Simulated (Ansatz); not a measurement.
Basis sets compared for ZrO₂. Total charge 0; singlet. Geometry PBE0-D4/def2-TZVP. Ansatz on 4 threads of INTEL XEON PLATINUM 8581C on a shared host; times are rough, and most runs start from earlier orbitals.

```xyz
3

Zr   -0.1723   -0.2135   -0.6340
O     0.9310    1.1043   -0.2484
O    -0.7587   -0.8908    0.8825
```

In the def2 sets Zr takes a core potential; there is no spin–orbit coupling. The structure comes from a short search, and lower isomers may exist.

Binding counts from free atoms (Zr triplet, O triplet) in the same basis, without a counterpoise term.

```
                          level  functions  energy (Eh)  HOMO (eV)  LUMO (eV)  binding per atom (eV)  wall time
                PBE-D4/def2-SVP         59    -197.3003      -5.14      -3.47                      –      0.3 s
               PBE-D4/def2-TZVP        102    -197.4945      -5.30      -3.56                      –      0.4 s
            r2SCAN-D4/def2-TZVP        102    -197.5714      -5.52      -3.10                      –     0.75 s
               PBE0-D4/def2-SVP         59    -197.2459      -6.63      -2.83                   4.77     0.35 s
PBE0-D4/def2-TZVP (with forces)        102    -197.4404      -6.76      -2.90                   4.72      0.8 s
```

Question: Estimate the rows for PBE-D4/def2-TZVPD, r2SCAN-D4/def2-TZVPD, PBE0-D4/def2-TZVPD.

Answer: 
| level | functions | energy (Eh) | HOMO (eV) | LUMO (eV) | binding per atom (eV) | wall time |
| --- | --- | --- | --- | --- | --- | --- |
| PBE-D4/def2-TZVPD | 120 | -197.4965 | -5.37 | -3.58 | – | 0.5 s |
| r2SCAN-D4/def2-TZVPD | 120 | -197.5733 | -5.57 | -3.10 | – | 0.85 s |
| PBE0-D4/def2-TZVPD | 120 | -197.4424 | -6.82 | -2.91 | 4.73 | 0.55 s |
